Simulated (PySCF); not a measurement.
Relaxation of quartet MnOI₂

These are results of UPBE0/[Mn def2-SVP, O def2-SVP, I def2-SVP with ECP28], scalar-relativistic core potentials, density fitting, no spin–orbit coupling, PySCF, not measurements. A (50,194) grid was used.

A hand-made T-shaped (ligand arrangement 2) start, of C2v symmetry, held to at least that symmetry:

```xyz
4
charge 0 multiplicity 4, angstrom
Mn    0.0000    0.0000   -0.1485
O     0.0000    0.0000    1.4715
I     2.5185    0.0000   -0.0606
I    -2.5185    0.0000   -0.0606
```

Task: What forces act on the atoms at the start (eV/Å)?

Result: 
| atom | Fx | Fy | Fz |
| --- | --- | --- | --- |
| Mn1 | 0.00 | 0.00 | -0.19 |
| O2 | 0.00 | 0.00 | 0.99 |
| I3 | 0.42 | 0.00 | -0.40 |
| I4 | -0.42 | 0.00 | -0.40 |

Task: What does it relax to?

Result: It ends at C2v with Mn–I 2.484 Å (×2), Mn–O 1.565 Å; I–Mn–I 126.2°, I–Mn–O 116.9° (×2) (after a last refinement on a finer grid). A frequency run shows a minimum. Other isomers or separated fragments may lie lower.

Task: How much energy is released, and in how many steps?

Result: 55.2 kJ/mol in 10 steps.

The determinant is spin-contaminated (⟨S²⟩ = 4.04, pure value 3.75). Open d and f shells are described by one determinant, and the ground state may have another occupation or spin. Spin–orbit coupling, left out here, can matter for elements this heavy.

The relaxation took of the order of 4 core-minutes on a shared host.
